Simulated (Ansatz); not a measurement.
Geometry optimisation, RHF/def2-SVP (Ansatz 0.2.0).

Input file:

```yaml
crystal:
  periodic: [false, false, false]
  atoms:
    - { symbol: Al, position_ang: [0.0, 0.0, 0.0] }
    - { symbol: H, position_ang: [0.0, 0.0, 1.91] }
    - { symbol: F, position_ang: [1.4635, 0.0, -0.845] }
    - { symbol: F, position_ang: [-1.4635, 0.0, -0.845] }
    - { symbol: O, position_ang: [0.0869, -1.972, 0.6559] }
    - { symbol: H, position_ang: [-0.4595, -2.5566, 0.0397] }
    - { symbol: H, position_ang: [0.0439, -0.9965, 1.8084] }
basis:
  gaussian: { orbitals: def2-SVP }
hamiltonian:
  xc: hf
relax:
  f_tol: 0.15
  max_steps: 25
  restrain:
    - { distance: [0, 4], at: 1.78, k: 30.0 }
    - { distance: [6, 1], at: 0.66, k: 30.0 }
    - { distance: [0, 1], at: 2.76, k: 30.0 }
    - { distance: [6, 4], at: 2.21, k: 30.0 }
```

Run as:

```bash
$ ansatz run input.yaml --threads 1 --pin off --max-ram 2048MiB --backend cpu --events-out ev --progress --plain --runs-dir out
```

**Question.** Where does it end, and by what steps?

**Answer.** The run converged. The restraints hold the end off the free minimum; the threshold counts their pulls, which the force column leaves out. Restrained pairs: Al1–O5 (2.08 → 1.73 Å), H2–H7 (1.00 → 0.71 Å), Al1–H2 (1.91 → 2.76 Å), O5–H7 (1.51 → 2.22 Å). After 7 steps the energy has fallen by 2.958 eV (the restraints' own energy left out); Al1 moved furthest, 0.68 Å.

| step | energy less start (eV) | largest force component (eV/Å) | accepted |
| --- | --- | --- | --- |
| 0 | 0.0000 | 5.713 | yes |
| 1 | -1.1239 | 6.183 | yes |
| 2 | -2.0604 | 4.866 | yes |
| 3 | -2.6910 | 2.279 | yes |
| 4 | -2.8288 | 1.797 | yes |
| 5 | -2.8727 | 1.624 | yes |
| 6 | -2.9485 | 1.542 | yes |
| 7 | -2.9584 | 1.446 | yes |

```xyz
7
Properties=species:S:1:pos:R:3
Al 0.046 -0.500 -0.453
H 0.017 -0.049 2.267
F 1.423 0.330 -0.735
F -1.383 0.176 -0.874
O 0.111 -2.078 0.246
H -0.600 -2.695 0.278
H 0.059 -0.709 1.996
```

Time of the run: 8 s on 1 thread of Arm Neoverse V2, with other jobs on the host, peak memory 0.12 GiB.
